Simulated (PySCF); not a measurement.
A structure optimised at PBE-D3(BJ)/def2-TZVP, used in a PySCF frequency run:

```
Si
H 1 1.4963
H 1 1.4963 2 109.54
H 1 1.5028 2 107.42 3 116.39
C 1 1.8453 2 110.54 4 121.57
H 5 1.0923 1 122.56 2 -30.49
H 5 1.0923 6 114.83 1 177.75
```
Charge 0, spin multiplicity 2.

**Question.** Write its SMILES, formula and point group.

**Answer.** [CH2][SiH3], CH5Si, Cs

**Question.** What are its rotational constants (standard atomic weights)?

**Answer.** 66.120, 11.962, 11.474 GHz
